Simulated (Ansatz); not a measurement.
`CCCBO` and `CCCCCl` differ in one atom or group.

Ansatz, PBE0-D4/def2-TZVP geometries, multiplicity 1. Each molecule was computed in one conformer, which needn't be the lowest.

```csv
property,`CCCBO`
LUMO energy (B3LYP/def2-TZVPP) / eV,0.03
LUMO energy (PBE0/def2-TZVPP) / eV,0.28
HOMO energy (PBE0/def2-TZVPP) / eV,-8.28
LUMO energy (ωB97M-V/def2-TZVPP) / eV,2.14
HOMO–LUMO gap (PBE0/def2-TZVPP) / eV,8.56
HOMO energy (ωB97M-V/def2-TZVPP) / eV,-10.60
```

Give the same properties after the change, and the shifts. (An estimate is asked.)

Computed: 
```json
{"property": "LUMO energy (B3LYP/def2-TZVPP) / eV", "`CCCCCl`": "0.66", "shift": "0.63"}
{"property": "LUMO energy (PBE0/def2-TZVPP) / eV", "`CCCCCl`": "0.97", "shift": "0.69"}
{"property": "HOMO energy (PBE0/def2-TZVPP) / eV", "`CCCCCl`": "-8.22", "shift": "0.06"}
{"property": "LUMO energy (ωB97M-V/def2-TZVPP) / eV", "`CCCCCl`": "2.60", "shift": "0.46"}
{"property": "HOMO–LUMO gap (PBE0/def2-TZVPP) / eV", "`CCCCCl`": "9.19", "shift": "0.63"}
{"property": "HOMO energy (ωB97M-V/def2-TZVPP) / eV", "`CCCCCl`": "-10.54", "shift": "0.06"}
```

With PBE0 the HOMO rises by 0.06 eV and the LUMO rises by 0.69 eV, so the gap widens by about 0.63 eV. PBE moves the HOMO by 0.05 eV and ωB97M-V by 0.06 eV.

B3LYP here is the variant with VWN-RPA as its local correlation; programs differ in this.
